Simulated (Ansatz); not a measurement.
`C[SiH]1CN1` + `BN` → `BN[SiH]1CN1` + CH₄  (ligand exchange at the Si–C bond)

Calculated with Ansatz (gas phase, PBE0-D4/def2-TZVP geometries, no zero-point term in ΔE). CCSD(T)/CBS adds triple-zeta CCSD(T) − MP2 to the extrapolated MP2 energy (def2 sets, frozen cores). This one scheme is used for every species. Functionals use def2-TZVPP. Each species was taken in one conformer, which may not be the lowest.

CCSD(T)/CBS gives -14.2 kcal/mol.

**Question.** Another level gave -13.6 kcal/mol. Which?
A. HF/def2-TZVPP
B. SCS-MP2/def2-TZVPP
C. PBE/def2-TZVPP
D. ωB97X-V/def2-TZVPP

**Answer.** D. ωB97X-V -13.6, PBE -11.5, HF/def2-TZVPP -16.2, SCS-MP2/def2-TZVPP -14.9 kcal/mol.

Largest T1 diagnostic among the species: 0.013.

From PBE to PBE0 (25 % exact exchange), in def2-TZVPP and without D4, ΔE moves by −0.8 kcal/mol. In def2-TZVPP, CCSD(T) changes the Hartree–Fock value by +2.1 kcal/mol (the triples alone add +0.2 kcal/mol) and MP2 by +1.6 kcal/mol.
